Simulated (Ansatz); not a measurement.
Ligand exchange: SiH(CH3)(SiH3)F + C2H4Si → SiH(CH3)(SiH3)2 + C2HF

Gas-phase species: SiH(CH3)(SiH3)F, singlet; C2H4Si (ethynylsilane) `C#C[SiH3]`, singlet; SiH(CH3)(SiH3)2, singlet; C2HF (fluoroacetylene) `C#CF`, singlet. The partners trade F for SiH3: Si–F and C–SiH3 bonds give way to Si–SiH3 and C–F.

Shapes, held fixed at every level: PBE0-D4/def2-TZVP. Programs: Ansatz 0.2.0. The zero-point and thermal change to 298 K, harmonic and unscaled (PBE0-D4/def2-TZVP), is -0.4 kJ/mol.

| level | kind | ΔH(298 K) (kJ/mol) | less CCSD(T)/CBS estimate |
| --- | --- | --- | --- |
| HF/def2-TZVPP | Hartree–Fock | +323.3 | +18.9 |
| PBE-D4/def2-TZVPP | GGA | +256.8 | -47.6 |
| r2SCAN-D4/def2-TZVPP | meta-GGA | +286.2 | -18.2 |
| wB97M-V/def2-TZVPP | range-separated hybrid | +294.8 | -9.6 |
| MP2/def2-TZVPP | perturbation theory | +312.0 | +7.6 |
| CCSD(T)/def2-TZVPP | coupled cluster or CI | +297.6 | -6.8 |
| CCSD(T)/CBS estimate | coupled cluster or CI | +304.4 | 0.0 |

The highest level, CCSD(T)/CBS estimate, gives ΔH(298 K) = +304.4 kJ/mol; the levels span +256.8 to +323.3. The column of differences is taken from that level and isn't an error. No measured value is set beside it here. The CBS estimate extrapolates MP2 from def2-TZVPP and def2-QZVPP and adds CCSD(T) − MP2 in the triple-zeta set, cores frozen.
